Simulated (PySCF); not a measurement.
Radial density of S³⁺ (sulfur, charge +3)

B2PLYP, [Ne] 3s2 3p1, 2P determinant. All numbers are calculated (PySCF 2.14, the non-relativistic Hamiltonian (point nucleus), in dyall-av3z (19s12p3d2f, 84 functions)).

```
r (bohr)  4πr²ρ (e/bohr)  4πr²(ρα − ρβ)
 0.00157         0.07921         0.0000
 0.00265          0.2165         0.0000
 0.00445          0.5782         0.0000
 0.00749           1.485         0.0000
  0.0126           3.568         0.0000
  0.0212           7.676         0.0002
  0.0356           13.74         0.0017
  0.0599           18.22         0.0099
   0.101           15.73         0.0432
   0.170           11.93         0.1250
   0.285           16.69         0.1736
   0.480           13.87         0.0238
   0.807           3.737         0.1618
    1.36           2.445         0.7145
    2.28          0.7710         0.3015
    3.84         0.01842         0.0106
    6.46       1.338e-05         0.0000
```
